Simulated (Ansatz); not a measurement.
A ladder of methods for AlCl2F (SMILES [F][Al]([Cl])[Cl])

AlCl2F: 4 atoms, total charge 0, spin state singlet. As SMILES, `[F][Al]([Cl])[Cl]`. The shape is that of a PBE0-D4/def2-TZVP optimisation.

```xyz
4

F     0.0874    0.3882    1.6824
Al    0.0048    0.0215    0.0936
Cl    1.2230   -1.4637   -0.6634
Cl   -1.3153    1.0539   -1.1125
```

Each level gives the energy change with the F1–Al2 bond stretched from 1.633 to 3.265 Å (eV). The values are calculated.

| level | kind | program | value (eV) | less FCI/STO-3G | CPU time (all runs) |
| --- | --- | --- | --- | --- | --- |
| SVWN5/STO-3G (restricted) | LDA | Ansatz | 7.38 | +2.56 | 2.6 s |
| BHLYP/STO-3G (restricted) | global hybrid | Ansatz | 8.50 | +3.68 | 4.1 s |
| r2SCAN0/STO-3G (restricted) | hybrid meta-GGA | Ansatz | 7.97 | +3.15 | 10 s |
| wB97M-V/STO-3G (restricted) | range-separated hybrid | Ansatz | 8.32 | +3.50 | 63 s |
| B2PLYP/STO-3G (restricted) | double hybrid | Ansatz | 6.84 | +2.02 | 6 s |
| CCSDT/STO-3G (restricted) | coupled cluster or CI | Ansatz | 4.82 | 0.00 | 2 s |
| CCSDTQ/STO-3G (restricted) | coupled cluster or CI | Ansatz | 4.82 | 0.00 | 78 s |
| FCI/STO-3G | exact in the basis | Ansatz | 4.82 | 0.00 | 41 s |

FCI/STO-3G is exact within its basis and frozen core, so for wave-function methods in that basis the difference is their error; functionals converge differently with the basis, so for them it is only a difference. The first shape isn't each level's own minimum. The values span 4.82 to 8.50 eV. All rows use very small basis sets, so none should be taken for the real molecule's value. Times are those of the runs behind each value, whatever else they computed, on shared processors of several kinds: orders of magnitude only.
